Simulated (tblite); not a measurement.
Record of a relaxation.

Compound: C4BrF2N.
Atom-mapped SMILES: `[N:1]#[C:2][C@@:3]1([F:4])[C:5]([F:6])=[C:7]1[Br:8]`

Computed with GFN2-xTB (tblite), gas phase: L-BFGS steps from a force-field or distance-geometry start until the largest atomic force falls under 0.01 eV/Å. 14 of its 52 geometries are shown.

Step 0: E = -675.1864 eV, largest atomic force 3.039 eV/Å
```
atom  x, y, z in Å  |  force x, y, z in eV/Å
N1      2.037   -0.628   -1.404   -1.926   0.494   1.940
C2      1.254   -0.451   -0.559    1.770  -0.670  -1.541
C3      0.316   -0.253    0.515    2.092  -1.014   1.533
F4      0.737   -0.770    1.728    0.446  -0.020  -0.342
C5     -0.519    0.941    0.652   -0.002   2.606  -1.563
F6     -0.582    1.973   -0.220    0.375   0.855   1.354
C7     -1.131   -0.202    0.372   -1.592  -1.457  -1.027
Br8    -2.103   -0.601   -1.110   -1.163  -0.793  -0.353
```

Step 4: E = -675.7718 eV, largest atomic force 1.486 eV/Å
```
atom  x, y, z in Å  |  force x, y, z in eV/Å
N1      2.014   -0.619   -1.394   -0.550   0.106   0.463
C2      1.267   -0.472   -0.535    0.478  -0.166  -0.039
C3      0.355   -0.260    0.566    0.262  -0.122   0.012
F4      0.775   -0.780    1.737    0.223   0.013   0.280
C5     -0.528    0.943    0.562    0.290   1.014  -1.047
F6     -0.556    2.066   -0.157    0.328   0.400   1.145
C7     -1.135   -0.211    0.331   -0.459  -0.601  -1.090
Br8    -2.183   -0.659   -1.135   -0.572  -0.644   0.277
```

Step 8: E = -676.5480 eV, largest atomic force 1.141 eV/Å
```
atom  x, y, z in Å  |  force x, y, z in eV/Å
N1      1.956   -0.611   -1.383    0.154  -0.098   0.198
C2      1.327   -0.510   -0.432    0.381  -0.104  -0.891
C3      0.354   -0.265    0.572    0.195   0.013  -0.135
F4      0.786   -0.731    1.796   -1.045   0.412  -0.203
C5     -0.473    0.958    0.266   -0.035  -0.750   0.499
F6     -0.452    2.248    0.187    0.054   0.532   0.184
C7     -1.085   -0.175    0.028    0.179   0.189  -0.078
Br8    -2.404   -0.905   -1.057    0.117  -0.194   0.426
```

Step 12: E = -676.7738 eV, largest atomic force 0.471 eV/Å
```
atom  x, y, z in Å  |  force x, y, z in eV/Å
N1      2.014   -0.638   -1.413    0.399  -0.123  -0.169
C2      1.372   -0.522   -0.477    0.073  -0.142   0.026
C3      0.361   -0.270    0.490    0.096   0.335  -0.130
F4      0.580   -0.633    1.780   -0.118  -0.414   0.017
C5     -0.438    0.962    0.253   -0.206   0.415  -0.085
F6     -0.417    2.256    0.370   -0.029   0.258   0.010
C7     -1.038   -0.131   -0.118   -0.071  -0.216   0.309
Br8    -2.425   -1.016   -0.910   -0.144  -0.113   0.022
```

Step 16: E = -676.8310 eV, largest atomic force 0.324 eV/Å
```
atom  x, y, z in Å  |  force x, y, z in eV/Å
N1      2.075   -0.667   -1.412    0.078  -0.110   0.193
C2      1.396   -0.532   -0.502   -0.113   0.161   0.124
C3      0.375   -0.231    0.463   -0.041  -0.117  -0.040
F4      0.533   -0.681    1.748    0.206  -0.097  -0.231
C5     -0.464    0.994    0.262    0.027  -0.290  -0.116
F6     -0.431    2.289    0.369   -0.102   0.155   0.037
C7     -1.045   -0.130   -0.071   -0.103   0.280  -0.124
Br8    -2.430   -1.032   -0.882    0.048   0.017   0.156
```

Step 20: E = -676.8706 eV, largest atomic force 0.207 eV/Å
```
atom  x, y, z in Å  |  force x, y, z in eV/Å
N1      2.147   -0.721   -1.354    0.141  -0.010   0.088
C2      1.410   -0.510   -0.507   -0.054  -0.071  -0.187
C3      0.358   -0.216    0.412   -0.031   0.011  -0.006
F4      0.522   -0.736    1.668    0.078   0.051   0.067
C5     -0.458    1.025    0.233   -0.082   0.049   0.163
F6     -0.461    2.316    0.420   -0.029   0.001  -0.020
C7     -1.067   -0.079   -0.102    0.105  -0.083  -0.099
Br8    -2.442   -1.069   -0.794   -0.128   0.051  -0.006
```

Step 24: E = -676.8845 eV, largest atomic force 0.140 eV/Å
```
atom  x, y, z in Å  |  force x, y, z in eV/Å
N1      2.201   -0.741   -1.318    0.008  -0.002   0.006
C2      1.400   -0.513   -0.535    0.110   0.010   0.086
C3      0.355   -0.212    0.395    0.034   0.015  -0.056
F4      0.543   -0.746    1.645    0.023   0.073  -0.061
C5     -0.477    1.030    0.259   -0.001  -0.095  -0.039
F6     -0.482    2.324    0.420   -0.009  -0.051   0.027
C7     -1.065   -0.075   -0.117   -0.079  -0.008   0.041
Br8    -2.466   -1.058   -0.773   -0.086   0.059  -0.004
```

Step 27: E = -676.8906 eV, largest atomic force 0.173 eV/Å
```
atom  x, y, z in Å  |  force x, y, z in eV/Å
N1      2.236   -0.754   -1.297    0.097  -0.027  -0.058
C2      1.419   -0.514   -0.536   -0.071   0.095   0.042
C3      0.357   -0.205    0.373   -0.008  -0.092  -0.003
F4      0.556   -0.737    1.622    0.014   0.003   0.066
C5     -0.486    1.024    0.264   -0.038  -0.073  -0.152
F6     -0.495    2.317    0.429   -0.009   0.042   0.047
C7     -1.075   -0.077   -0.120   -0.008  -0.041   0.020
Br8    -2.502   -1.045   -0.760    0.022   0.093   0.037
```

Step 31: E = -676.8944 eV, largest atomic force 0.084 eV/Å
```
atom  x, y, z in Å  |  force x, y, z in eV/Å
N1      2.251   -0.755   -1.288   -0.001   0.041   0.030
C2      1.426   -0.507   -0.537   -0.012  -0.045  -0.033
C3      0.356   -0.213    0.367    0.020   0.030   0.014
F4      0.568   -0.724    1.625   -0.027  -0.009  -0.013
C5     -0.490    1.016    0.246    0.060   0.059  -0.004
F6     -0.500    2.307    0.438   -0.023  -0.057  -0.012
C7     -1.079   -0.090   -0.120    0.008  -0.019   0.012
Br8    -2.524   -1.024   -0.756   -0.025  -0.001   0.007
```

Step 35: E = -676.8951 eV, largest atomic force 0.029 eV/Å
```
atom  x, y, z in Å  |  force x, y, z in eV/Å
N1      2.262   -0.753   -1.281    0.014   0.017  -0.016
C2      1.427   -0.510   -0.541    0.003  -0.009   0.022
C3      0.358   -0.212    0.363   -0.013  -0.025  -0.006
F4      0.565   -0.726    1.620    0.002  -0.007   0.005
C5     -0.486    1.016    0.240   -0.012  -0.014  -0.001
F6     -0.506    2.304    0.442    0.001   0.021  -0.010
C7     -1.079   -0.090   -0.120    0.001   0.009  -0.006
Br8    -2.532   -1.020   -0.747    0.003   0.008   0.013
```

Step 39: E = -676.8954 eV, largest atomic force 0.023 eV/Å
```
atom  x, y, z in Å  |  force x, y, z in eV/Å
N1      2.265   -0.746   -1.282    0.005   0.004   0.000
C2      1.428   -0.514   -0.539   -0.004   0.020   0.001
C3      0.356   -0.216    0.363    0.004   0.009   0.007
F4      0.564   -0.727    1.621   -0.009  -0.009  -0.001
C5     -0.485    1.016    0.238    0.007  -0.002   0.006
F6     -0.507    2.304    0.439    0.015  -0.011  -0.013
C7     -1.078   -0.090   -0.121    0.001  -0.004  -0.002
Br8    -2.534   -1.017   -0.743   -0.019  -0.007   0.002
```

Step 43: E = -676.8957 eV, largest atomic force 0.053 eV/Å
```
atom  x, y, z in Å  |  force x, y, z in eV/Å
N1      2.266   -0.735   -1.283   -0.032   0.012   0.040
C2      1.430   -0.512   -0.537    0.022  -0.001  -0.028
C3      0.356   -0.220    0.365   -0.001  -0.005  -0.005
F4      0.560   -0.732    1.623    0.002  -0.003  -0.006
C5     -0.483    1.013    0.239   -0.017  -0.022  -0.010
F6     -0.501    2.302    0.429    0.013   0.012   0.002
C7     -1.078   -0.093   -0.121   -0.005   0.000  -0.004
Br8    -2.541   -1.015   -0.740    0.018   0.007   0.012
```

Step 47: E = -676.8958 eV, largest atomic force 0.012 eV/Å
```
atom  x, y, z in Å  |  force x, y, z in eV/Å
N1      2.272   -0.731   -1.278    0.010   0.002  -0.005
C2      1.430   -0.510   -0.537   -0.010  -0.003   0.005
C3      0.355   -0.221    0.363   -0.003   0.001  -0.002
F4      0.558   -0.737    1.620    0.001   0.004  -0.002
C5     -0.484    1.012    0.237    0.001   0.008   0.001
F6     -0.498    2.302    0.427    0.008  -0.005   0.001
C7     -1.079   -0.092   -0.124   -0.003  -0.002   0.005
Br8    -2.545   -1.014   -0.732   -0.002  -0.005  -0.004
```

Step 51: E = -676.8958 eV, largest atomic force 0.010 eV/Å
```
atom  x, y, z in Å  |  force x, y, z in eV/Å
N1      2.272   -0.728   -1.278   -0.003   0.001   0.005
C2      1.430   -0.510   -0.537    0.004   0.001  -0.007
C3      0.354   -0.222    0.362    0.000  -0.004   0.000
F4      0.558   -0.736    1.620    0.001   0.000   0.003
C5     -0.484    1.012    0.237    0.003  -0.009  -0.001
F6     -0.495    2.302    0.427   -0.001   0.005   0.000
C7     -1.080   -0.093   -0.123   -0.005   0.006   0.002
Br8    -2.546   -1.015   -0.732    0.001  -0.001  -0.001
```

Question: Summarise the path.

Answer: The energy falls by 39.42 kcal/mol from step 0 to step 51; nine tenths of that is first reached at step 12. It rises by more than 0.2 meV at step 1. The largest force goes from 3.039 to 0.010 eV/Å. Among the bonds C3–C7 changes most, from 1.455 to 1.519 Å; the atoms move by 0.457 Å rms after alignment.

Question: Follow the three bonds and two angles with the largest change from start to end.

Answer: 
```csv
step,E above end (kcal/mol),largest force (eV/Å),C3–C7 (Å),C5–F6 (Å),C3–C5 (Å),F6–C5–C7 (°),C5–C7–Br8 (°)
0,39.42,3.039,1.455,1.353,1.463,120.0,127.5
2,33.95,3.226,1.533,1.297,1.536,123.4,126.2
4,25.92,1.486,1.509,1.334,1.493,129.1,127.3
7,10.94,1.183,1.545,1.297,1.518,148.2,135.4
9,5.54,0.853,1.535,1.289,1.491,149.1,147.4
11,3.99,1.368,1.524,1.278,1.478,149.0,153.3
13,2.27,0.497,1.532,1.307,1.493,151.4,150.2
16,1.50,0.324,1.520,1.299,1.498,152.6,150.1
18,0.84,0.410,1.519,1.298,1.495,151.7,153.4
20,0.58,0.207,1.522,1.304,1.496,150.8,154.9
22,0.36,0.224,1.518,1.308,1.499,150.7,154.8
24,0.26,0.140,1.515,1.305,1.500,150.8,154.2
27,0.12,0.173,1.520,1.303,1.495,150.5,153.6
29,0.06,0.153,1.522,1.306,1.494,150.8,152.8
31,0.03,0.084,1.520,1.305,1.497,151.2,152.1
33,0.02,0.053,1.519,1.303,1.497,151.1,151.9
35,0.02,0.029,1.520,1.304,1.496,150.8,151.9
38,0.01,0.025,1.520,1.304,1.497,150.7,151.9
40,0.01,0.022,1.519,1.304,1.497,150.7,151.8
42,0.01,0.052,1.520,1.304,1.497,150.7,151.7
44,0.00,0.036,1.520,1.304,1.496,150.6,151.7
47,0.00,0.012,1.520,1.304,1.497,150.7,151.7
49,0.00,0.012,1.519,1.304,1.497,150.8,151.7
51,0.00,0.010,1.519,1.304,1.497,150.9,151.7
```

The cost below is that of the whole relaxation. Time: 0.25 s. Hardware: an Arm Neoverse V1 with one thread, shared host with 32 logical CPUs at a one-minute load of 9.5.
